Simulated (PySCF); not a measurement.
Screening by computed properties: pick the candidate that meets the target.

Species are written as SMILES; each is one conformer at its optimised geometry, gas phase, non-relativistic unless stated; the electronic structure was computed with PySCF and density fitting.

Dipoles, sizes and rotational constants follow the conformer. The torsions of the flexible species, by atom-mapped SMILES:
- `[CH3:1][C@@H:2]1[CH:3]=[CH:4][CH:5]=[C:6]1[S:7](=[O:8])(=[O:9])[OH:10]`: C5–C6–S7–O8 7°, H–O10–S7–C6 90°
- `[CH3:1][CH:2]([CH3:3])[AsH2+:4][GaH3-:5]`: C1–C2–As4–Ga5 179°
- `[O:1]=[C:2]([OH:3])/[CH:4]=[CH:5]\[Cl:6]`: O1–C2–C4–C5 175°, H–O3–C2–O1 0°
- `[CH3:1][CH2:2][Ga@@H-:3]([CH3:4])[AsH3+:5]`: C1–C2–Ga3–C4 -161°
- `[CH3:1][O:2][B:3]([O:4][CH3:5])[C:6]([CH3:7])=[S:8]`: C1–O2–B3–O4 180°, O2–B3–O4–C5 -3°, O2–B3–C6–C7 -137°
- `[N:1]#[C:2][CH2:3][O:4]/[C:5](=[CH:6]\[F:7])[CH2:8][Cl:9]`: C2–C3–O4–C5 -166°, C3–O4–C5–C6 -28°, O4–C5–C8–Cl9 -69°

Question: Wanted: HOMO energy below -10 eV (CAM-B3LYP/def2-SVPD) and electronic spatial extent ⟨r²⟩ about the centre of nuclear charge below 1000 bohr² (CAM-B3LYP/def2-SVPD), at PBE0-D3(BJ)/def2-SVP geometries. Which candidate meets both?
A. `O=C(O)/C=C\Cl`
B. `COB(OC)C(C)=S`
C. `C[C@@H]1C=CC=C1S(=O)(=O)O`
D. `CC(C)[AsH2+][GaH3-]`
E. `C[CH2][Ga@@H-]([CH3])[AsH3+]`
F. `[Cl][Al]([Cl])[Cl]`

Answer: F. Computed values:
| species | HOMO energy | electronic spatial extent ⟨r²⟩ about the centre of nuclear charge |
| --- | --- | --- |
| [Cl][Al]([Cl])[Cl] | -10.83 eV | 902 bohr² |
| O=C(O)/C=C\Cl | -9.41 eV | 760 bohr² |
| CC(C)[AsH2+][GaH3-] | -9.05 eV | 1492 bohr² |
| C[C@@H]1C=CC=C1S(=O)(=O)O | -8.63 eV | 1527 bohr² |
| C[CH2][Ga@@H-]([CH3])[AsH3+] | -8.20 eV | 1361 bohr² |
| COB(OC)C(C)=S | -7.58 eV | 1344 bohr² |

Question: Wanted: dipole moment above 4 D (CAM-B3LYP/def2-SVPD) and lowest triplet excitation (Tamm–Dancoff) above 5 eV (TDA CAM-B3LYP/def2-SVPD), at PBE0-D3(BJ)/def2-SVP geometries. Which candidate meets both?
A. `C[C@@H]1C=CC=C1S(=O)(=O)O`
B. `[CH3][Ga@@H-]([AsH3+])[CH2]C`
C. `O=C(O)/C=C\Cl`
D. `[Cl][Al]([Cl])[Cl]`
E. `CC(C)[AsH2+][GaH3-]`

Answer: E. Computed values:
| species | dipole moment | lowest triplet excitation (Tamm–Dancoff) |
| --- | --- | --- |
| [Cl][Al]([Cl])[Cl] | 0.00 D | 6.46 eV |
| O=C(O)/C=C\Cl | 1.52 D | 3.59 eV |
| [CH3][Ga@@H-]([AsH3+])[CH2]C | 2.83 D | 5.79 eV |
| CC(C)[AsH2+][GaH3-] | 4.77 D | 6.00 eV |
| C[C@@H]1C=CC=C1S(=O)(=O)O | 5.06 D | 2.93 eV |

Question: Wanted: static isotropic polarisability below 100 au (CAM-B3LYP/def2-SVPD) and smallest rotational constant below 0.7 GHz (PBE0-D3(BJ)/def2-SVP), at PBE0-D3(BJ)/def2-SVP geometries. Which candidate meets both?
A. `C[C@@H]1C=CC=C1S(=O)(=O)O`
B. `C[CH2][Ga@@H-]([CH3])[AsH3+]`
C. `N#CCO/C(=C\F)CCl`
D. `O=C(O)/C=C\Cl`
E. `CC#[C][AlH-]1[O+](C)[AlH2-][O+]1C`

Answer: C. Computed values:
```
                          species  static isotropic polarisability  smallest rotational constant
                    O=C(O)/C=C\Cl                          60.0 au                     1.405 GHz
                 N#CCO/C(=C\F)CCl                          83.0 au                     0.611 GHz
        C[C@@H]1C=CC=C1S(=O)(=O)O                          97.4 au                     0.791 GHz
     C[CH2][Ga@@H-]([CH3])[AsH3+]                         104.4 au                     0.857 GHz
CC#[C][AlH-]1[O+](C)[AlH2-][O+]1C                         118.2 au                     0.558 GHz
```

Question: Wanted: vertical ionisation energy below 10 eV (ΔSCF CAM-B3LYP/def2-SVPD) and lowest singlet excitation below 5.5 eV (TDDFT CAM-B3LYP/def2-SVPD), at PBE0-D3(BJ)/def2-SVP geometries. Which candidate meets both?
A. `C[CH2][Ga@@H-]([CH3])[AsH3+]`
B. `C[C@@H]1C=CC=C1S(=O)(=O)O`
C. `O=C(O)/C=C\Cl`
D. `[Cl][Al]([Cl])[Cl]`

Answer: B. Computed values:
| species | vertical ionisation energy | lowest singlet excitation |
| --- | --- | --- |
| C[CH2][Ga@@H-]([CH3])[AsH3+] | 8.83 eV | 6.01 eV |
| C[C@@H]1C=CC=C1S(=O)(=O)O | 9.25 eV | 4.83 eV |
| O=C(O)/C=C\Cl | 10.35 eV | 5.07 eV |
| [Cl][Al]([Cl])[Cl] | 11.86 eV | 6.73 eV |
